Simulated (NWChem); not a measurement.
# Correlation energy of Ge (-1)

```
Ge
```
Charge -1, spin multiplicity 4.

Program: NWChem.

Basis set: def2-SVPD. Each correlation energy counts from its own Hartree-Fock reference.

The Hamiltonian is non-relativistic. The correlated methods keep 9 core orbitals frozen. No SCF solution was tested for a lower state. Open-shell Hartree-Fock references start from PBE0 orbitals. No row is a measurement; the coupled-cluster row has its own basis-set and correlation limits.

### Question
Order these methods by the correlation energy they give, lowest first: SCS-UMP2, CCSD[T] on UHF, UMP2, CCSD on UHF, CCSD[T] on ROHF.

### Answer
CCSD[T] on ROHF (-198.3 mHa), CCSD[T] on UHF (-196.9 mHa), CCSD on UHF (-190.9 mHa), UMP2 (-188.0 mHa), SCS-UMP2 (-169.1 mHa)
